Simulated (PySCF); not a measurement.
# Electronic structure of Gd (gadolinium, neutral) at the UHF level

Configuration: [Xe] 4f7 6s2 6p1, high-spin 9P determinant (an excited configuration). All numbers are calculated (PySCF 2.14, the spin-free X2C one-electron Hamiltonian (Gaussian nucleus), in x2c-TZVPPall (11s7p7d4f2g, 113 functions)).

* Total energy: -11266.715938 hartree
* One-electron energy: -15398.8005 hartree
* Hartree (Coulomb) energy: 4380.7788 hartree
* Exchange energy: -248.6943 hartree
* ⟨S²⟩: 20.5405
* ⟨L²⟩: 3.912
* Sum of ⟨r⟩: 46.38 bohr
* Sum of ⟨r²⟩: 97.94 bohr²
* Traceless quadrupole moment −½Σ⟨3z² − r²⟩ along its main axis: -13.2 e·bohr²
* Langevin diamagnetic susceptibility: -77.6 ×10⁻⁶ cm³/mol

```json
{"shell": "1s α", "electrons": "1", "mean orbital energy (eV)": "-50495.1", "spread (eV)": "0", "rms radius, mean of both spins (bohr)": "0.0249"}
{"shell": "1s β", "electrons": "1", "mean orbital energy (eV)": "-50495.0", "spread (eV)": "0", "rms radius, mean of both spins (bohr)": "0.0249"}
{"shell": "2s α", "electrons": "1", "mean orbital energy (eV)": "-8459.7", "spread (eV)": "0", "rms radius, mean of both spins (bohr)": "0.101"}
{"shell": "2s β", "electrons": "1", "mean orbital energy (eV)": "-8459.6", "spread (eV)": "0", "rms radius, mean of both spins (bohr)": "0.101"}
{"shell": "2p α", "electrons": "3", "mean orbital energy (eV)": "-7534.4", "spread (eV)": "0.008", "rms radius, mean of both spins (bohr)": "0.0907"}
{"shell": "2p β", "electrons": "3", "mean orbital energy (eV)": "-7534.3", "spread (eV)": "0.024", "rms radius, mean of both spins (bohr)": "0.0907"}
{"shell": "3s α", "electrons": "1", "mean orbital energy (eV)": "-1930.2", "spread (eV)": "0", "rms radius, mean of both spins (bohr)": "0.260"}
{"shell": "3s β", "electrons": "1", "mean orbital energy (eV)": "-1925.6", "spread (eV)": "0", "rms radius, mean of both spins (bohr)": "0.260"}
{"shell": "3p α", "electrons": "3", "mean orbital energy (eV)": "-1636.8", "spread (eV)": "0.057", "rms radius, mean of both spins (bohr)": "0.261"}
{"shell": "3p β", "electrons": "3", "mean orbital energy (eV)": "-1631.6", "spread (eV)": "0.026", "rms radius, mean of both spins (bohr)": "0.261"}
{"shell": "3d α", "electrons": "5", "mean orbital energy (eV)": "-1242.6", "spread (eV)": "0.043", "rms radius, mean of both spins (bohr)": "0.239"}
{"shell": "3d β", "electrons": "5", "mean orbital energy (eV)": "-1237.0", "spread (eV)": "0.024", "rms radius, mean of both spins (bohr)": "0.239"}
{"shell": "4s α", "electrons": "1", "mean orbital energy (eV)": "-419.74", "spread (eV)": "0", "rms radius, mean of both spins (bohr)": "0.588"}
{"shell": "4s β", "electrons": "1", "mean orbital energy (eV)": "-407.50", "spread (eV)": "0", "rms radius, mean of both spins (bohr)": "0.588"}
{"shell": "4p α", "electrons": "3", "mean orbital energy (eV)": "-320.69", "spread (eV)": "0.117", "rms radius, mean of both spins (bohr)": "0.624"}
{"shell": "4p β", "electrons": "3", "mean orbital energy (eV)": "-307.11", "spread (eV)": "0.048", "rms radius, mean of both spins (bohr)": "0.624"}
{"shell": "4d α", "electrons": "5", "mean orbital energy (eV)": "-180.16", "spread (eV)": "0.100", "rms radius, mean of both spins (bohr)": "0.688"}
{"shell": "4d β", "electrons": "5", "mean orbital energy (eV)": "-162.54", "spread (eV)": "0.072", "rms radius, mean of both spins (bohr)": "0.688"}
{"shell": "5s α", "electrons": "1", "mean orbital energy (eV)": "-65.873", "spread (eV)": "0", "rms radius, mean of both spins (bohr)": "1.43"}
{"shell": "5s β", "electrons": "1", "mean orbital energy (eV)": "-61.388", "spread (eV)": "0", "rms radius, mean of both spins (bohr)": "1.43"}
{"shell": "5p α", "electrons": "3", "mean orbital energy (eV)": "-38.117", "spread (eV)": "0.034", "rms radius, mean of both spins (bohr)": "1.67"}
{"shell": "5p β", "electrons": "3", "mean orbital energy (eV)": "-34.649", "spread (eV)": "0.440", "rms radius, mean of both spins (bohr)": "1.67"}
{"shell": "4f α", "electrons": "7", "mean orbital energy (eV)": "-25.684", "spread (eV)": "0.171", "rms radius, mean of both spins (bohr)": "0.918"}
{"shell": "6s α", "electrons": "1", "mean orbital energy (eV)": "-7.952", "spread (eV)": "0", "rms radius, mean of both spins (bohr)": "4.10"}
{"shell": "6s β", "electrons": "1", "mean orbital energy (eV)": "-6.663", "spread (eV)": "0", "rms radius, mean of both spins (bohr)": "4.10"}
{"shell": "6p α", "electrons": "1", "mean orbital energy (eV)": "-4.470", "spread (eV)": "0", "rms radius, mean of both spins (bohr)": "5.36"}
```

⟨L²⟩ = 3.91 against 2 for a pure P term, so this real determinant mixes terms. Spin-orbit coupling, absent here, splits the open shell strongly. ⟨S²⟩ = 20.54 against 20.00 shows spin contamination. The s, p, d and f populations moved away from the nominal configuration during the SCF.

Densities and radii are taken from the X2C orbitals without a picture-change correction, which distorts them close to the nucleus.

Spin-orbit constants ζ (cm⁻¹) from the X2C one-electron operator on these orbitals: bare nucleus, nucleus screened by l(l+1)(2l+1)/3 electrons, and screened by the Breit-Pauli mean field of the electrons.

```json
{"shell": "2p", "bare": "3606000", "screened nucleus": "3493000", "mean field": "n/a"}
{"shell": "3p", "bare": "747100", "screened nucleus": "723700", "mean field": "n/a"}
{"shell": "3d", "bare": "116500", "screened nucleus": "98330", "mean field": "n/a"}
{"shell": "4p", "bare": "163700", "screened nucleus": "158600", "mean field": "n/a"}
{"shell": "4d", "bare": "21440", "screened nucleus": "18090", "mean field": "n/a"}
{"shell": "4f", "bare": "3094", "screened nucleus": "1741", "mean field": "n/a"}
{"shell": "5p", "bare": "22370", "screened nucleus": "21670", "mean field": "n/a"}
{"shell": "6p", "bare": "1519", "screened nucleus": "1472", "mean field": "n/a"}
```

To first order the Landé constant is A = 184.0 cm⁻¹, so the lowest level has J = 3 and lies 0.114 eV below the centre of the term. This holds in LS coupling only.
